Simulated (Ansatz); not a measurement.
Basis sets compared for GaCl2Br (GaBrCl2). The state is a singlet with charge 0. Geometry B3LYP-D4/def2-SVP. Ansatz on 4 threads of Arm Neoverse V2 on a shared host; times are rough, and most runs start from earlier orbitals.

```xyz
4

Ga    0.012    0.020   -0.009
Cl   -0.621    0.973   -1.815
Cl    1.692    0.820    1.046
Br   -1.083   -1.813    0.778
```

Binding counts from free atoms (Ga doublet, Cl doublet, Br doublet) in the same basis, without a counterpoise term.

```json
{"level": "PBE-D4/def2-SVP", "functions": "100", "energy (Eh)": "-5417.6806", "HOMO (eV)": "-7.52", "LUMO (eV)": "-3.00", "binding per atom (eV)": "2.80", "wall time": "0.85 s"}
{"level": "PBE0-D4/def2-SVP", "functions": "100", "energy (Eh)": "-5417.8877", "HOMO (eV)": "-8.91", "LUMO (eV)": "-2.13", "binding per atom (eV)": "2.76", "wall time": "1.3 s"}
```

Estimate the rows for PBE-D4/def2-TZVP, PBE0-D4/def2-TZVP.


```json
{"level": "PBE-D4/def2-TZVP", "functions": "170", "energy (Eh)": "-5418.5605", "HOMO (eV)": "-7.69", "LUMO (eV)": "-3.17", "binding per atom (eV)": "2.77", "wall time": "1.4 s"}
{"level": "PBE0-D4/def2-TZVP", "functions": "170", "energy (Eh)": "-5418.7633", "HOMO (eV)": "-9.03", "LUMO (eV)": "-2.26", "binding per atom (eV)": "2.75", "wall time": "2.9 s"}
```
